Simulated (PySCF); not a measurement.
Isomers of C5H9ClO, one conformer each; single-point electronic energies without zero-point terms and without any empirical dispersion term.

Computed with PySCF at PBE0/pcSseg-1, non-relativistic, each on one gas-phase PBE0-D3(BJ)/def2-SVP geometry that isn't relaxed in the solvent. The solvent is an IEF-PCM continuum (Bondi radii, 1.10 Å for H, scaled by 1.2). Specific hydrogen bonds and non-electrostatic terms are outside this model.

```
             isomer  relative energy, gas (kcal/mol)  dipole (D)
  `CC(C)(C)C(=O)Cl`                              0.0        3.09
`CC[C@H](C)C(=O)Cl`                              0.9        3.14
       `ClCCOC1CC1`                             41.0        1.86
```

How do the relative energies look in chloroform (ε = 4.711)?

| isomer | relative energy, solvent (kcal/mol) | E(solvent) − E(gas) (kcal/mol) | dipole in solvent (D) |
| --- | --- | --- | --- |
| `CC(C)(C)C(=O)Cl` | 0.0 | -2.7 | 3.66 |
| `CC[C@H](C)C(=O)Cl` | 0.9 | -2.8 | 3.71 |
| `ClCCOC1CC1` | 40.5 | -3.2 | 2.16 |

The order is unchanged. Conformers: `[CH3:1][CH2:2][C@H:3]([CH3:4])[C:5](=[O:6])[Cl:7]` with C1–C2–C3–C4 180°, C2–C3–C5–O6 -121°; `[Cl:1][CH2:2][CH2:3][O:4][CH:5]1[CH2:6][CH2:7]1` with Cl1–C2–C3–O4 177°, C2–C3–O4–C5 77°, C3–O4–C5–C6 -166°. `ClCCOC1CC1` gains most from the continuum, while `CC[C@H](C)C(=O)Cl` has the largest gas-phase dipole. The gains span 0.5 kcal/mol, the gas-phase energies 41.0 kcal/mol.
